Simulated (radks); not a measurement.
All-electron atom: Eu V in [Kr] 4d10 4f5 5s2 5p5.75 6s0.25 (fractional occupations, a model configuration).

All-electron calculation, scalar-relativistic Kohn-Sham, BP86, spin-polarised, spherical densities, finite nucleus; open shells are filled with parallel spins first (spin-orbit coupling, left out, can overturn this in heavy ions); Fermi nuclear charge, rms radius 5.1115 fm. Program: a radial shooting solver on a logarithmic mesh with Libxc functionals.

Energy parts (eV):
| part | energy |
|---|---|
| total | -295015.67 |
| kinetic | 316031.94 |
| electron-nucleus | -715882.38 |
| Hartree | 111415.80 |
| exchange-correlation | -6581.03 |

Orbitals (lengths in bohr, moments of r in powers of bohr):
orbital,occ.,eigenvalue (eV),<r>
1s up,1,-48423.19,0.02232
1s down,1,-48423.17,0.02232
2s up,1,-7997.459,0.09512
2s down,1,-7997.410,0.09512
2p up,3,-7131.976,0.08389
2p down,3,-7131.932,0.08389
3s up,1,-1804.874,0.2497
3s down,1,-1802.922,0.2495
3p up,3,-1535.455,0.2481
3p down,3,-1533.513,0.2479
3d up,5,-1174.693,0.2261
3d down,5,-1173.193,0.2259
4s up,1,-403.9234,0.5643
4s down,1,-399.3164,0.5643
4p up,3,-314.9219,0.5965
4p down,3,-310.3524,0.5967
4d up,5,-190.7748,0.6471
4d down,5,-186.2650,0.6479
4f up,5,-56.0477,0.8139
4f down,0,-51.8835,0.8313
5s up,1,-91.5585,1.308
5s down,1,-89.1010,1.322
5p up,3,-68.1571,1.482
5p down,2.75,-66.2196,1.501
6s up,0.25,-32.4024,2.849
6s down,0,-31.5474,2.887

The highest occupied level is 6s up at -32.402 eV. The configuration is held as typed, so some empty levels lie below it. The density falls to 0.001 e/bohr^3 at r = 3.36 bohr. Summed over all electrons, <r^2> = 33.87 bohr^2, which gives a Langevin (diamagnetic) susceptibility term of -26.8 x 10^-6 cm^3/mol. Spin moment in Bohr magnetons: 5.5. The spin density at the nucleus is 17.35 e/bohr^3 (1s -0.06, 2s -0.61, 3s -11.42, 4s 1.65, 5s 10.71, 6s 17.09). The electron density at the nucleus is 6.061e+05 e/bohr^3 (large components only).
